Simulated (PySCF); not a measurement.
## Structure from NMR data

An unknown has the formula C4H5BO. Its calculated NMR data are:

1H NMR (600 MHz, computed): δ 7.96 (d, J = 1.9 Hz, 1H), 7.51 (d, J = 3.9 Hz, 1H), 6.70 (dd, J = 3.9, 1.9 Hz, 1H), 6.15 (br, 2H).

13C{1H} NMR (computed): δ 170.0, 151.5, 135.5, 112.2.

Fast rotation and ring inversion assumed for equivalent nuclei, non-relativistic Hamiltonian, one conformer, no solvent model. KT2/pcSseg-2 with gauge-including orbitals; PBE0-D3(BJ)/def2-SVP geometry; couplings computed with B3LYP/pcJ-1 (spin–dipole term only in couplings to heteroatoms); PySCF.

Referencing at the same level of theory: 1H (σ = 31.18 ppm), 13C (σ = 182.28 ppm) vs TMS.

Question: Propose a structure and justify it.

Answer: 
- 4 carbon signals for 4 carbons: no two carbons are equivalent.
- Carbon types of the structure: 1 × C, 3 × CH, leaving 2 H on heteroatoms.
- δC 170.0: substituted aromatic carbon next to the ring oxygen.
- δC 151.5: aromatic CH next to the ring oxygen.
- δC 135.5, 112.2: aromatic CH.
- δH 7.96: hydrogen on an aromatic CH next to the ring oxygen; it sits in the deshielding region of the aromatic ring current.
- δH 7.51, 6.70: hydrogen on an aromatic CH; ring-current deshielding.
- δH 6.15: hydrogen on a boron bonded to C.
- The protons at 7.51 and 6.70 share a coupling of 3.9 Hz (vicinal, an ortho-type coupling).

These data were computed for `o1c(B)ccc1`.

The data come from this structure; uniqueness wasn't tested.

Hydrogens on boron are broadened and split by 11B (spin 3/2, 80 %) and 10B (spin 3). A carbon bonded to boron is broadened by the quadrupolar boron nucleus and is often missing from a measured spectrum. Splittings below 1 Hz are ignored in the labels, and close J values are merged. Unscaled 3J(H,H) at this level run about 10 % above measured values. Shifts are as computed. Against solution values, carbons near 30 ppm lie about +3 ppm off and those near 130 ppm about -1 ppm. Of 1211 compounds with measured shifts, 218 miss one by over three times the rms of a fit or turn the order of signals round; such compounds aren't used in these exercises.
